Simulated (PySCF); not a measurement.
Structure revision by computed shifts

A compound C7H12Si gives the data below (simulated from a calculation) and was assigned the structure `CC/C=C/CC#C[SiH3]`.

¹³C{¹H} NMR (computed): δ 159.6 (CH), 115.8 (C), 115.5 (CH), 90.3 (C), 42.6 (CH2), 28.4 (CH2), 17.2 (CH3).

¹H NMR (500 MHz, computed): δ 6.66 (m, 1H), 5.76 (d, 1H), 4.32 (s, 3H), 2.09 (m, 2H), 1.38 (m, 2H), 1.09 (t, 3H).

[PySCF 2.14.0 with density-fitted response routines: shieldings: GIAO PBE0/pcSseg-1; GFN2-xTB structure; rapidly exchanging positions averaged; non-relativistic Hamiltonian; single conformer; isolated molecule]

References, each an isolated molecule treated in the same way: TMS for ¹H (31.72 ppm), ¹³C (186.93 ppm).

**Question.** Compare with the shifts computed for the proposed structure, pairing carbons in order of shift.

**Answer.** Atom-mapped SMILES (the numbers label the heavy atoms): `[CH3:1][CH2:2]/[CH:3]=[CH:4]/[CH2:5][C:6]#[C:7][SiH3:8]`; H(Xn) means a hydrogen on atom n.

```
atom  computed for proposal  given list  difference
  C3                  143.3       159.6       -16.3
  C4                  132.0       115.8       +16.2
  C6                  117.0       115.5        +1.5
  C7                   79.6        90.3       -10.7
  C2                   32.3        42.6       -10.3
  C5                   28.4        28.4        +0.0
  C1                   17.0        17.2        -0.2
```

The rms difference is 10.3 ppm and the largest -16.3 ppm at C3 (alkene CH). The carbon types in order of shift don't match either: CH, CH, C, C, CH2, CH2, CH3 for the proposal against CH, C, CH, C, CH2, CH2, CH3 in the data. The proposal doesn't fit.

**Question.** Which isomer fits?

**Answer.** SMILES C(/C=C/CCC)#C[SiH3].

1. Carbon types of the structure: 2 × C, 2 × CH, 2 × CH2, 1 × CH3, leaving 3 H on heteroatoms.
2. δC 159.6, 115.5: alkene CH; the olefinic region.
3. δC 115.8, 90.3: alkyne carbon.
4. δC 42.6: allylic sp3 CH2; a saturated carbon with 2 carbon neighbours and no heteroatom attached.
5. δC 28.4: sp3 CH2; aliphatic region, no heteroatom directly attached.

Other isomers checked: C#C[C@](C)(C=C)[SiH2]C (rms 15.3 ppm).

This is the structure that produced the data.

Shifts are as computed. Against solution values, carbons near 30 ppm lie about +3 ppm off and those near 130 ppm about +5 ppm. Of 1211 compounds with measured shifts, 218 miss one by over three times the rms of a fit or turn the order of signals round; such compounds aren't used in these exercises. No couplings were computed; multiplicities are counted from neighbouring protons, with m where these are inequivalent, close in shift, in a saturated or five-membered ring or joined by F or P, and br s for small geminal =CH2 splittings.
